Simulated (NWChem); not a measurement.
System: TiSCl2; SMILES [Cl][Ti](=[S])[Cl]

Input file for NWChem:

```
start job
memory heap 200 mb stack 900 mb global 1100 mb
geometry units angstroms noautoz
  Ti     0.026360    -0.000068     0.152595
  S      2.056065    -0.004997    -0.122704
  Cl    -0.991438    -1.949265    -0.110428
  Cl    -0.981998     1.954000    -0.110643
end
basis spherical
  * library 6-31g*
end
dft
  xc scan
  iterations 150
  mulliken
end
task dft energy
```

Excerpt of the output:

```
             Northwest Computational Chemistry Package (NWChem) 7.3.0
             --------------------------------------------------------

 CS  symmetry detected

                             Geometry "geometry" -> ""
                             -------------------------

 Output coordinates in angstroms (scale by  1.889725989 to convert to a.u.)

  No.       Tag          Charge          X              Y              Z
 ---- ---------------- ---------- -------------- -------------- --------------
    1 Ti                  22.0000     0.02705892     0.18547668     0.00000000
    2 S                   16.0000     2.05720308    -0.08660955     0.00000000
    3 Cl                  17.0000    -0.98560428    -0.07925689    -1.95163821
    4 Cl                  17.0000    -0.98560428    -0.07925689     1.95163821

 Effective nuclear repulsion energy (a.u.)     388.4882222893

      Symmetry information
      --------------------

 Group name             Cs
 Group number              2
 Group order               2
 No. of unique centers     3

                                 NWChem DFT Module
                                 -----------------

 Summary of "ao basis" -> "ao basis" (spherical)
 ------------------------------------------------------------------------------
       Tag                 Description            Shells   Functions and Types
 ---------------- ------------------------------  ------  ---------------------
 Ti                          6-31g*                 12       34   5s4p2d1f
 S                           6-31g*                  8       18   4s3p1d
 Cl                          6-31g*                  8       18   4s3p1d

      Symmetry analysis of basis
      --------------------------

        a'         54
        a"         34

            General Information
            -------------------
          SCF calculation type: DFT
          Wavefunction type:  closed shell.
          No. of atoms     :     4
          No. of electrons :    72
           Alpha electrons :    36
            Beta electrons :    36
          Charge           :     0
          Spin multiplicity:     1
          Use of symmetry is: on ; symmetry adaption is: on
          Maximum number of iterations: 150
          AO basis - number of functions:    88
                     number of shells:    36
          Convergence on energy requested:  1.00D-06
          Convergence on density requested:  1.00D-05
          Convergence on gradient requested:  5.00D-04

              XC Information
              --------------
                         SCAN Method XC Functional
                  SCAN metaGGA Exchange Functional  1.000
                        SCAN Correlation Potential  1.000

             Grid Information
             ----------------
          Grid used for XC integration:  medium
          Radial quadrature: Mura-Knowles
          Angular quadrature: Lebedev.
          Tag              B.-S. Rad. Rad. Pts. Rad. Cut. Ang. Pts.
          ---              ---------- --------- --------- ---------
          Ti                  1.40      112           9.0       590
          S                   1.00       88          10.0       590
          Cl                  1.00       88          10.0       590
          Grid pruning is: on
          Number of quadrature shells:   288
          Spatial weights used:  Erf1

      Superposition of Atomic Density Guess
      -------------------------------------

 Sum of atomic energies:       -2164.65805597

      Non-variational initial energy
      ------------------------------

 Total energy =   -2164.842519
 1-e energy   =   -3756.719339
 2-e energy   =    1203.388598
 HOMO         =      -0.353640
 LUMO         =      -0.054839

      Symmetry analysis of molecular orbitals - initial
      -------------------------------------------------

  Numbering of irreducible representations:

     1 a'          2 a"

  Orbital symmetries:

     1 a'          2 a'          3 a"          4 a'          5 a'
     6 a'          7 a"          8 a'          9 a'         10 a"
    11 a'         12 a'         13 a"         14 a'         15 a'
    16 a"         17 a"         18 a'         19 a"         20 a'
    21 a'         22 a'         23 a"         24 a'         25 a'
    26 a"         27 a'         28 a'         29 a"         30 a'
    31 a'         32 a"         33 a"         34 a'         35 a'
    36 a"         37 a'         38 a'         39 a"         40 a'
    41 a'         42 a"         43 a"         44 a'         45 a'
    46 a'

     ---------------------------------------------
      Total Density - Mulliken Population Analysis
     ---------------------------------------------

    Atom       Charge   Shell Charges
 -----------   ------   -------------------------------------------------------
    1 Ti  22    19.52   2.00  2.00  6.00  2.01  6.01  0.40  0.38  0.01  0.01  0.20  0.49  0.01
    2 S   16    17.25   2.00  2.00  5.98  1.37  3.58  0.52  1.78  0.01
    3 Cl  17    17.61   2.00  2.00  5.98  1.39  3.84  0.55  1.84  0.01
    4 Cl  17    17.61   2.00  2.00  5.98  1.39  3.84  0.55  1.84  0.01

   convergence    iter        energy       DeltaE   RMS-Dens  Diis-err
 ---------------- ----- ----------------- --------- --------- ---------
 d= 0,ls=0.0,diis     1  -2167.6473895841 -2.56D+03  6.59D-02  2.35D+00
 d= 0,ls=0.5,diis     2  -2146.6560042991  2.10D+01  1.03D-02  1.25D+02
 d= 0,ls=0.5,diis     3  -2149.7434090669 -3.09D+00  2.48D-03  1.19D+02
 d= 0,ls=0.5,diis     4  -2149.9347711711 -1.91D-01  1.59D-03  1.20D+02
 d= 0,ls=0.5,diis     5  -2150.4303274583 -4.96D-01  2.39D-03  1.19D+02
 d= 0,ls=0.5,diis     6  -2150.7198365481 -2.90D-01  1.47D-03  1.19D+02
 d= 0,ls=0.5,diis     7  -2151.0023342245 -2.82D-01  1.33D-03  1.19D+02
  Resetting Diis
 d= 0,ls=0.5,diis     8  -2151.0347712715 -3.24D-02  8.24D-04  1.19D+02
 d= 0,ls=0.5,diis     9  -2150.9047880084  1.30D-01  2.81D-01  1.20D+02
 d= 0,ls=0.5,diis    10  -2117.1103906145  3.38D+01  2.80D-01  7.88D+01
 d= 0,ls=0.5,diis    11  -2141.8805257200 -2.48D+01  1.34D-02  1.19D+02
 d= 0,ls=0.5,diis    12  -2142.3849536980 -5.04D-01  1.18D-02  1.31D+02
 d= 0,ls=0.5,diis    13  -2145.2793077232 -2.89D+00  5.61D-03  1.35D+02
 d= 0,ls=0.5,diis    14  -2146.5301065530 -1.25D+00  3.06D-02  1.33D+02
 d= 0,ls=0.5,diis    15  -2157.5564970122 -1.10D+01  2.10D-02  6.68D+01
 d= 0,ls=0.5,diis    16  -2162.0383243844 -4.48D+00  1.25D-02  4.91D+01
 d= 0,ls=0.5,diis    17  -2165.1178755015 -3.08D+00  1.11D-02  2.49D+01
 d= 0,ls=0.5,diis    18  -2165.7083582989 -5.90D-01  5.67D-03  2.37D+01
 d= 0,ls=0.5,diis    19  -2166.2092239865 -5.01D-01  1.07D-02  1.96D+01
 d= 0,ls=0.5,diis    20  -2167.7477313680 -1.54D+00  1.06D-02  3.79D+00
 d= 0,ls=0.5,diis    21  -2168.2023386580 -4.55D-01  4.75D-03  1.36D-01
 d= 0,ls=0.5,diis    22  -2168.2126013456 -1.03D-02  3.60D-03  3.14D-01
 d= 0,ls=0.5,diis    23  -2168.2384046328 -2.58D-02  3.22D-03  2.25D-01
 d= 0,ls=0.5,diis    24  -2168.2724690308 -3.41D-02  1.90D-03  4.78D-02
 d= 0,ls=0.5,diis    25  -2168.2842107037 -1.17D-02  1.22D-03  9.11D-03
 d= 0,ls=0.5,diis    26  -2168.2890405729 -4.83D-03  9.73D-04  4.79D-03
 d= 0,ls=0.5,diis    27  -2168.2921251266 -3.08D-03  8.03D-04  2.95D-03
 d= 0,ls=0.5,diis    28  -2168.2940629823 -1.94D-03  6.56D-04  2.98D-03
 d= 0,ls=0.5,diis    29  -2168.2952816588 -1.22D-03  5.42D-04  3.86D-03
 d= 0,ls=0.5,diis    30  -2168.2961366989 -8.55D-04  4.51D-04  4.36D-03
 d= 0,ls=0.5,diis    31  -2168.2968333248 -6.97D-04  3.83D-04  3.94D-03
 d= 0,ls=0.5,diis    32  -2168.2974694057 -6.36D-04  3.39D-04  2.56D-03
 d= 0,ls=0.5,diis    33  -2168.2980121122 -5.43D-04  2.71D-04  9.65D-04
 d= 0,ls=0.5,diis    34  -2168.2983095071 -2.97D-04  2.26D-04  5.11D-04
 d= 0,ls=0.5,diis    35  -2168.2984934033 -1.84D-04  1.90D-04  3.88D-04
 d= 0,ls=0.5,diis    36  -2168.2986232313 -1.30D-04  1.60D-04  2.97D-04
 d= 0,ls=0.5,diis    37  -2168.2987155743 -9.23D-05  1.34D-04  2.29D-04
 d= 0,ls=0.5,diis    38  -2168.2987812368 -6.57D-05  1.13D-04  1.81D-04
 d= 0,ls=0.5,diis    39  -2168.2988295121 -4.83D-05  9.55D-05  1.34D-04
 d= 0,ls=0.5,diis    40  -2168.2988653645 -3.59D-05  8.03D-05  9.00D-05
 d= 0,ls=0.5,diis    41  -2168.2988906071 -2.52D-05  6.78D-05  6.03D-05
 d= 0,ls=0.5,diis    42  -2168.2989085121 -1.79D-05  5.70D-05  3.94D-05
 d= 0,ls=0.5,diis    43  -2168.2989208620 -1.23D-05  4.79D-05  2.74D-05
 d= 0,ls=0.5,diis    44  -2168.2989294721 -8.61D-06  4.03D-05  1.99D-05
 d= 0,ls=0.5,diis    45  -2168.2989355988 -6.13D-06  3.39D-05  1.43D-05
 d= 0,ls=0.5,diis    46  -2168.2989399695 -4.37D-06  2.86D-05  1.02D-05
 d= 0,ls=0.5,diis    47  -2168.2989431017 -3.13D-06  2.41D-05  7.15D-06
 d= 0,ls=0.5,diis    48  -2168.2989453364 -2.23D-06  2.03D-05  4.91D-06
 d= 0,ls=0.5,diis    49  -2168.2989469074 -1.57D-06  1.71D-05  3.44D-06
 d= 0,ls=0.5,diis    50  -2168.2989480181 -1.11D-06  1.44D-05  2.44D-06
 d= 0,ls=0.5,diis    51  -2168.2989488113 -7.93D-07  1.21D-05  1.70D-06
 d= 0,ls=0.5,diis    52  -2168.2989493662 -5.55D-07  1.02D-05  1.23D-06
 d= 0,ls=0.5,diis    53  -2168.2989497639 -3.98D-07  8.63D-06  8.76D-07

         Total DFT energy =    -2168.298950047761
      One electron energy =    -3758.916525480758
           Coulomb energy =     1326.653782088940
    Exchange-Corr. energy =     -124.524428945194
 Nuclear repulsion energy =      388.488222289251

 Numeric. integr. density =       72.000000212621

                  Occupations of the irreducible representations
                  ----------------------------------------------

                     irrep           alpha         beta
                     --------     --------     --------
                     a'               23.0         23.0
                     a"               13.0         13.0

                       DFT Final Molecular Orbital Analysis
                       ------------------------------------

 Vector   34  Occ=2.000000D+00  E=-2.965263D-01  Symmetry=a'
              MO Center=  1.5D+00, -4.7D-02, -4.4D-15, r^2= 2.9D+00
   Bfn.  Coefficient  Atom+Function         Bfn.  Coefficient  Atom+Function
  ----- ------------  ---------------      ----- ------------  ---------------
    41      0.592075  2 S  px                45      0.238327  2 S  px
    37     -0.230079  2 S  px                22     -0.203594  1 Ti d  2
    44      0.166591  2 S  s                 10      0.147682  1 Ti s
    20      0.147861  1 Ti d  0               7      0.146377  1 Ti px
    18      0.143456  1 Ti d -2              27     -0.122978  1 Ti d  2

 Vector   35  Occ=2.000000D+00  E=-2.880817D-01  Symmetry=a'
              MO Center=  1.5D+00, -2.1D-02,  9.7D-15, r^2= 2.3D+00
   Bfn.  Coefficient  Atom+Function         Bfn.  Coefficient  Atom+Function
  ----- ------------  ---------------      ----- ------------  ---------------
    42      0.576064  2 S  py                46      0.313806  2 S  py
    18      0.263616  1 Ti d -2              38     -0.222082  2 S  py
    23      0.196864  1 Ti d -2              22      0.119316  1 Ti d  2
    12      0.099319  1 Ti py                27      0.081675  1 Ti d  2
    61     -0.078643  3 Cl pz                79      0.078643  4 Cl pz

 Vector   36  Occ=2.000000D+00  E=-2.676702D-01  Symmetry=a"
              MO Center=  1.2D+00, -4.9D-02,  4.1D-13, r^2= 3.6D+00
   Bfn.  Coefficient  Atom+Function         Bfn.  Coefficient  Atom+Function
  ----- ------------  ---------------      ----- ------------  ---------------
    43      0.586922  2 S  pz                47      0.310716  2 S  pz
    39     -0.224075  2 S  pz                21     -0.187946  1 Ti d  1
    61     -0.167700  3 Cl pz                79     -0.167700  4 Cl pz
    59      0.161964  3 Cl px                77     -0.161964  4 Cl px
    26     -0.138049  1 Ti d  1              13      0.133910  1 Ti pz

 Vector   37  Occ=0.000000D+00  E=-1.886956D-01  Symmetry=a'
              MO Center=  3.2D-02,  2.7D-01, -3.5D-13, r^2= 1.5D+00
   Bfn.  Coefficient  Atom+Function         Bfn.  Coefficient  Atom+Function
  ----- ------------  ---------------      ----- ------------  ---------------
    22      0.504620  1 Ti d  2              20      0.385206  1 Ti d  0
    10      0.350055  1 Ti s                 27      0.319849  1 Ti d  2
    25      0.244326  1 Ti d  0              14     -0.158750  1 Ti s
     6     -0.141349  1 Ti s                 44      0.113531  2 S  s
    18     -0.072428  1 Ti d -2              62      0.064069  3 Cl s

 Vector   38  Occ=0.000000D+00  E=-1.750982D-01  Symmetry=a"
              MO Center= -1.0D-01,  1.8D-01,  4.5D-14, r^2= 1.5D+00
   Bfn.  Coefficient  Atom+Function         Bfn.  Coefficient  Atom+Function
  ----- ------------  ---------------      ----- ------------  ---------------
    19      0.686868  1 Ti d -1              24      0.437452  1 Ti d -1
    60      0.200308  3 Cl py                78     -0.200308  4 Cl py
    64      0.108582  3 Cl py                82     -0.108582  4 Cl py
    13      0.095595  1 Ti pz                56     -0.075227  3 Cl py
    74      0.075227  4 Cl py                61     -0.058827  3 Cl pz

 Vector   39  Occ=0.000000D+00  E=-1.527682D-01  Symmetry=a'
              MO Center=  4.6D-01,  1.3D-01, -5.0D-15, r^2= 2.2D+00
   Bfn.  Coefficient  Atom+Function         Bfn.  Coefficient  Atom+Function
  ----- ------------  ---------------      ----- ------------  ---------------
    18      0.619036  1 Ti d -2              23      0.398275  1 Ti d -2
    42     -0.358587  2 S  py                46     -0.229328  2 S  py
    38      0.131988  2 S  py                60      0.112855  3 Cl py
    78      0.112855  4 Cl py                22      0.112078  1 Ti d  2
    12     -0.086579  1 Ti py                27      0.074063  1 Ti d  2

     ---------------------------------------------
      Total Density - Mulliken Population Analysis
     ---------------------------------------------

    Atom       Charge   Shell Charges
 -----------   ------   -------------------------------------------------------
    1 Ti  22    21.25   2.00  2.00  6.00  2.00  6.00  0.33  0.62 -0.06 -0.02  1.16  1.22  0.01
    2 S   16    16.23   2.00  2.00  5.97  1.35  2.97  0.57  1.35  0.02
    3 Cl  17    17.26   2.00  2.00  5.97  1.39  3.62  0.58  1.69  0.01
    4 Cl  17    17.26   2.00  2.00  5.97  1.39  3.62  0.58  1.69  0.01

     -------------------------------------------
      Total Density - Lowdin Population Analysis
     -------------------------------------------

    Atom       Charge   Shell Charges
 -----------   ------   -------------------------------------------------------
    1 Ti  22    21.81   2.00  2.00  5.99  1.91  5.93  0.27  0.77  0.11  0.26  1.08  1.48  0.02
    2 S   16    16.01   2.00  2.00  5.90  1.08  2.75  0.60  1.66  0.03
    3 Cl  17    17.09   2.00  2.00  5.91  1.15  3.35  0.64  2.03  0.01
    4 Cl  17    17.09   2.00  2.00  5.91  1.15  3.35  0.64  2.03  0.01

     Multipole analysis of the density
     ---------------------------------

     L   x y z        total         alpha         beta         nuclear
     -   - - -        -----         -----         ----         -------
     0   0 0 0     -0.000000    -36.000000    -36.000000     72.000000

     1   1 0 0     -0.280191     -0.140096     -0.140096      0.000000
     1   0 1 0      0.639183      0.319592      0.319592     -0.000000
     1   0 0 1      0.000000      0.000000      0.000000      0.000000

     2   2 0 0    -45.498040   -202.654950   -202.654950    359.811860
     2   1 1 0      0.033473      0.167471      0.167471     -0.301468
     2   1 0 1      0.000000      0.000000      0.000000      0.000000
     2   0 2 0    -37.527068    -20.710533    -20.710533      3.893999
     2   0 1 1     -0.000000     -0.000000     -0.000000      0.000000
     2   0 0 2    -46.188561   -254.324833   -254.324833    462.461106
```

Level: SCAN/6-31G* (spherical d). All runs use the structure optimised with B3LYP/6-31G* (spherical d).
